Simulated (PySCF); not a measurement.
# CaF: one state, many levels of theory

State: ²Σ⁺ (doublet), unpaired electrons σ ↑. Set-up: PySCF, no relativity, basis sets Ca 3-21G, F 3-21G. De refers to Ca + F in their high-spin ground configurations, without counterpoise correction. The functionals are run spin-unrestricted. A positive dipole means Ca(−)F(+).

```tsv
Level	Re (Å)	ωe (cm⁻¹)	De (eV)	μ (D)
UHF	2.052	554	2.16	-3.62
UHF-MP2	2.083	515	2.93	n/a
UHF-SCS-MP2	2.081	517	2.79	n/a
UHF-CCSD	2.080	519	2.50	n/a
UHF-CCSD(T)	2.087	508	2.54	n/a
PBE	2.122	456	3.67	-2.47
BP86	2.124	454	3.57	-2.54
TPSS	2.109	471	3.66	-2.40
r²SCAN	2.098	491	3.72	-2.77
r²SCANh	2.086	503	3.56	-2.93
PBE0	2.080	498	3.30	-2.96
LC-ωPBE	2.064	519	3.57	-2.93
```

Which functional lies closest to UHF-CCSD(T) in De, which farthest, and by how much do they differ from it?

Closest is PBE0 (-0.7 pm in Re, -2.0 % in ωe, +0.76 eV in De against UHF-CCSD(T) in the same basis), farthest r²SCAN (+1.1 pm in Re, -3.3 % in ωe, +1.18 eV in De). CCSD(T) converges more slowly with the basis than the functionals do and binds too weakly in this one, so the order can change at the basis-set limit.

What does the step from GGA to meta-GGA do here, going from PBE to r²SCAN?

r²SCAN less PBE: -2.4 pm in Re, +7.7 % in ωe, +0.05 eV in De. 

What does second-order correlation do here, going from UHF to UHF-MP2?

UHF-MP2 less UHF: +3.1 pm in Re, -7.0 % in ωe, +0.77 eV in De. Correlation nearly always deepens the well. The bond lengthens, as in strong covalent bonds, where excitations into antibonding orbitals dominate.

Correlated steps freeze 6 core orbitals. 3-21G is very small, so such numbers show the basis as much as the molecule. The state is the lowest determinant that a PBE0 search found; another state may lie lower at other levels.
